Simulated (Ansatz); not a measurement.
Al₂H₄OSeSi (`[AlH2][Al]1[O][SiH2][Se]1`). Charge 0, multiplicity 1. The structure was optimised at the PBE0-D4/def2-TZVP level.

```xyz
9

Al   -2.167    1.910    0.115
Al   -0.275    0.149    0.185
O     0.934   -0.221   -1.009
Si    1.735   -1.439   -0.239
Se    0.475   -1.471    1.691
H    -2.971    2.250    1.440
H    -2.542    2.650   -1.238
H     3.155   -1.104    0.030
H     1.655   -2.724   -0.975
```

Task: What is the dipole moment at B3LYP/def2-TZVPP? (Estimate.)

Result: The calculation gave: 1.69 D, with components (-1.06, 1.24, -0.41) D in this frame, pointing from negative to positive charge.

Task: And with PBE, r2SCAN, ωB97M-V? (Estimate.)

Result: Computed: PBE 1.57 D, r2SCAN 1.66 D, ωB97M-V 1.90 D.

Task: Give the Mulliken charges with B3LYP, r2SCAN, ωB97M-V in def2-TZVPP. (An estimate is asked.)

Result: Ansatz gave: 
```json
{"atom": "Al1", "B3LYP": "0.40", "r2SCAN": "0.48", "ωB97M-V": "0.38"}
{"atom": "Al2", "B3LYP": "0.29", "r2SCAN": "0.28", "ωB97M-V": "0.24"}
{"atom": "O3", "B3LYP": "-0.44", "r2SCAN": "-0.47", "ωB97M-V": "-0.44"}
{"atom": "Si4", "B3LYP": "0.45", "r2SCAN": "0.47", "ωB97M-V": "0.37"}
{"atom": "Se5", "B3LYP": "-0.30", "r2SCAN": "-0.30", "ωB97M-V": "-0.29"}
{"atom": "H6", "B3LYP": "-0.12", "r2SCAN": "-0.15", "ωB97M-V": "-0.09"}
{"atom": "H7", "B3LYP": "-0.12", "r2SCAN": "-0.15", "ωB97M-V": "-0.10"}
{"atom": "H8", "B3LYP": "-0.08", "r2SCAN": "-0.08", "ωB97M-V": "-0.04"}
{"atom": "H9", "B3LYP": "-0.08", "r2SCAN": "-0.08", "ωB97M-V": "-0.04"}
```

B3LYP here is the variant with VWN-RPA as its local correlation; programs differ in this.
